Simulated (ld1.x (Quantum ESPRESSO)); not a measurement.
**An all-electron radial function and its pseudo partner (nitrogen (N))**

Columns: radius, all-electron u(r) and pseudo u(r) of the 2p shell (level -7.06 eV) of nitrogen in the configuration [He] 2s2 2p3; Wu–Cohen, non-relativistic, RRKJ scheme, ld1.x (Quantum ESPRESSO) 7.5.

```tsv
r (bohr)	all-electron	pseudo
0.078	0.0476	0.0190
0.155	0.1472	0.0730
0.232	0.2621	0.1562
0.310	0.3754	0.2612
0.388	0.4766	0.3766
0.465	0.5613	0.4900
0.542	0.6306	0.5936
0.620	0.6857	0.6813
0.698	0.7267	0.7477
0.775	0.7546	0.7910
0.852	0.7718	0.8140
0.930	0.7798	0.8199
1.008	0.7801	0.8129
1.085	0.7742	0.7977
1.162	0.7634	0.7780
1.240	0.7486	0.7561
1.318	0.7307	0.7337
1.395	0.7108	0.7116
1.472	0.6893	0.6893
1.550	0.6663	0.6663
1.628	0.6426	0.6426
1.705	0.6187	0.6187
1.782	0.5947	0.5947
1.860	0.5703	0.5703
1.938	0.5462	0.5462
2.015	0.5228	0.5228
```

Task: How many radial nodes do the two functions have?

Result: The all-electron 2p function has n − l − 1 = 0; the pseudo-wave has 0.

Task: At about which radius was the pseudo-wave matched?

Result: 1.55 bohr. The columns agree to 0.0005 from 1.47 bohr on; several derivatives are matched, so the curves merge somewhat inside the radius.

Task: Is the pseudo-wave norm-conserving?

Result: Yes: the RRKJ scheme keeps the norm inside the radius equal to the all-electron one, which fixes the energy derivative of the logarithmic derivative at the level.
